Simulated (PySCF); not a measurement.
# From computed data to an observable: oscillator strength and radiative lifetime

Al(F)(NHMe)(OH) (CH5AlFNO), SMILES C[NH][Al]([OH])[F].

Coordinates come from a r2SCAN-D4/def2-SVP optimisation. The structure was generated by enumeration; whether it is a known compound was not checked. Other conformers were not sampled.

TDDFT-B3LYP/def2-SVPD (PySCF) puts the first singlet state with f over 0.02 at 6.65 eV (vertical), with the transition dipole (0.000, 0.000, -0.386) in atomic units.

Question: Find the oscillator strength, the wavelength and the radiative lifetime that this transition would have in vacuum if emission retraced absorption.

Answer: 
|μ|² = 0.1490 au, so |μ| = 0.98 D. ΔE = 6.65/27.211 = 0.2444 hartree. f = (2/3) ΔE |μ|² = 0.024 (the program prints 0.024).
λ = 1239.84/6.65 = 186 nm; ν = 53636 cm⁻¹.
Einstein's coefficient A = 0.6670 ν² f s⁻¹ (ν in cm⁻¹) = 4.7e7 s⁻¹, so τ = 1/A = 21 ns. This state is S3; the lower singlets have f = 0.018, 0.000. The figure is the radiative limit of this one transition; relaxation, internal conversion, crossing to triplets and a medium change what is measured.
